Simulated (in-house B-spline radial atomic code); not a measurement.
Configurations of the holmium ion Ho⁵⁺, with energies counted from [Kr] 4d10 (4f5/2)6 (4f7/2)3 5s2 (5p1/2)2 (5p3/2)3. Level of theory: Dirac-Hartree-Fock, average of each configuration as written, Fermi nucleus of rms radius 5.2022 fm; calculated with an all-electron radial atomic-structure program (B-spline basis). Energies include first-order Breit, QED and recoil terms.

Occupations are held fixed; configurations that lie above the ionisation limit could autoionise.

```tsv
configuration	E - E(ref) (eV)	highest orbital	its <r> (bohr)
[Kr] 4d10 (4f5/2)1 (4f7/2)8 5s2 (5p1/2)1 (5p3/2)4	9.0731	4f5/2	0.7174
[Kr] 4d10 (4f5/2)3 (4f7/2)6 5s2 (5p1/2)1 (5p3/2)4	10.97	4f7/2	0.7227
[Kr] 4d10 (4f5/2)3 (4f7/2)7 5s2 (5p1/2)1 (5p3/2)3	26.032	4f5/2	0.7378
[Kr] 4d10 (4f5/2)3 (4f7/2)6 5s2 (5p1/2)1 (5p3/2)3 (8g9/2)1	93.368	8g9/2	14.16
[Kr] 4d10 (4f5/2)5 (4f7/2)4 5s2 (5p3/2)4 (9p3/2)1	95.373	9p3/2	10.62
[Kr] (4d3/2)4 (4d5/2)5 (4f5/2)5 (4f7/2)4 5s2 (5p1/2)2 (5p3/2)3 9s1	234.63	9s1/2	9.706
[Kr] (4d3/2)3 (4d5/2)6 (4f5/2)5 (4f7/2)4 5s2 (5p1/2)1 (5p3/2)4 (5g9/2)1	245.86	5g9/2	4.509
```

Q: Order these further configurations by energy, lowest first.
A. [Kr] 4d10 (4f5/2)6 (4f7/2)2 5s2 (5p1/2)2 (5p3/2)3 (5d3/2)1
B. [Kr] 4d10 (4f5/2)4 (4f7/2)5 5s2 (5p1/2)1 (5p3/2)4
C. [Kr] 4d10 (4f5/2)4 (4f7/2)5 5s2 (5p1/2)2 (5p3/2)2 6s1
D. [Kr] 4d10 (4f5/2)3 (4f7/2)6 5s2 (5p1/2)2 (5p3/2)2 (6p1/2)1
E. [Kr] 4d10 (4f5/2)6 (4f7/2)3 5s2 (5p1/2)2 (5p3/2)2 (7f5/2)1

A: B (10.5 eV), A (19.182 eV), C (45.855 eV), D (53.587 eV), E (76.267 eV).

Q: How far above the reference does [Kr] (4d3/2)4 (4d5/2)5 (4f5/2)4 (4f7/2)5 5s2 (5p1/2)2 (5p3/2)3 (7g7/2)1 lie?

A: 240.4 eV; its least bound orbital is 7g7/2 with <r> = 10.43 bohr.

Q: How far above the reference does [Kr] 4d10 (4f5/2)3 (4f7/2)6 5s2 (5p1/2)1 (5p3/2)3 8s1 lie?

A: 83.144 eV; its least bound orbital is 8s1/2 with <r> = 6.878 bohr.

Q: How far above the reference does [Kr] 4d10 (4f5/2)3 (4f7/2)5 5s2 (5p1/2)2 (5p3/2)3 (6g9/2)1 lie?

A: 71.891 eV; its least bound orbital is 6g9/2 with <r> = 7.217 bohr.
